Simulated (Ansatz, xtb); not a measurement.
## Relative energy of two isomers of FH8NSi3

Structure a is `F[SiH2]N[SiH2][SiH3]`, a singlet and structure b is `F[Si@@H]([SiH3])N[SiH3]`, a singlet. Both are isolated molecules in the gas phase, relaxed with B3LYP/def2-SVP, each in the lowest conformer that the search found.

a (Å):

```xyz
13

F    -1.0306    3.4715    2.7141
N    -1.4725    0.8157    1.9930
Si   -1.2499    1.9534    3.2715
Si   -0.2736   -0.1063    1.0903
Si   -0.2170    0.5290   -1.1833
H    -2.4767    1.9948    4.1068
H    -0.0259    1.5966    4.0274
H    -2.4280    0.7424    1.6452
H     1.0434    0.1584    1.7388
H    -0.5569   -1.5733    1.1763
H     0.7249   -0.3392   -1.9531
H    -1.5805    0.3895   -1.7816
H     0.2131    1.9520   -1.3219
```

b (Å):

```json
{"atom": "F", "x (Å)": "-2.7361", "y (Å)": "-1.5585", "z (Å)": "-1.0417"}
{"atom": "N", "x (Å)": "-0.4623", "y (Å)": "-0.0173", "z (Å)": "-1.5344"}
{"atom": "Si", "x (Å)": "-1.6955", "y (Å)": "-0.4637", "z (Å)": "-0.4017"}
{"atom": "Si", "x (Å)": "-0.8458", "y (Å)": "-1.4560", "z (Å)": "1.5569"}
{"atom": "Si", "x (Å)": "1.0702", "y (Å)": "-0.7687", "z (Å)": "-1.9359"}
{"atom": "H", "x (Å)": "-2.5073", "y (Å)": "0.7561", "z (Å)": "-0.1331"}
{"atom": "H", "x (Å)": "-1.9569", "y (Å)": "-1.5785", "z (Å)": "2.5466"}
{"atom": "H", "x (Å)": "-0.2968", "y (Å)": "-2.8163", "z (Å)": "1.2878"}
{"atom": "H", "x (Å)": "0.2289", "y (Å)": "-0.6046", "z (Å)": "2.1484"}
{"atom": "H", "x (Å)": "-0.7371", "y (Å)": "0.7436", "z (Å)": "-2.1563"}
{"atom": "H", "x (Å)": "1.3912", "y (Å)": "-1.7207", "z (Å)": "-0.8367"}
{"atom": "H", "x (Å)": "1.0319", "y (Å)": "-1.5139", "z (Å)": "-3.2294"}
{"atom": "H", "x (Å)": "2.1421", "y (Å)": "0.2642", "z (Å)": "-2.0377"}
```

Problem. Which of the two would you expect CCSD(T)/def2-SVP + ΔMP2/def2-TZVPP electronic energies to favour?

Solution. Structure a; the calculation gives E(b) − E(a) = +1.68 kcal/mol.

The same difference at several levels:

```tsv
level	geometry	E(b) − E(a) (kcal/mol)	departure from the last row (kcal/mol)	job, with rough time for the two
B3LYP/def2-SVP	B3LYP/def2-SVP	+1.43	−0.25	optimisation, 2.5 min
HF/def2-SVP	B3LYP/def2-SVP	+1.86	+0.19	part of the CCSD(T) run
MP2/def2-SVP	B3LYP/def2-SVP	+1.75	+0.07	part of the CCSD(T) run
CCSD(T)/def2-SVP	B3LYP/def2-SVP	+1.58	−0.10	single point
CCSD(T)/def2-SVP + ΔMP2/def2-TZVPP	B3LYP/def2-SVP	+1.68		single point, 29 s
```

As drawn, both hold the same kinds of bond in the same numbers.

None of the levels shown reverses the order. The largest departure from CCSD(T)/def2-SVP + ΔMP2/def2-TZVPP is that of B3LYP/def2-SVP, 0.25 kcal/mol. A small imaginary or near-zero mode remains, so no thermal terms are given. Levels run at GFN2-xTB geometries aren't shown. The last row adds to CCSD(T) the change of the MP2 difference between the two basis sets, here +0.10 kcal/mol.

The correlated steps freeze 17 core orbitals. Programs: Ansatz 0.2.0, xtb 6.7.1; the last row on 2 threads of Intel(R) Xeon(R) 6975P-C (Granite Rapids) on a shared host.
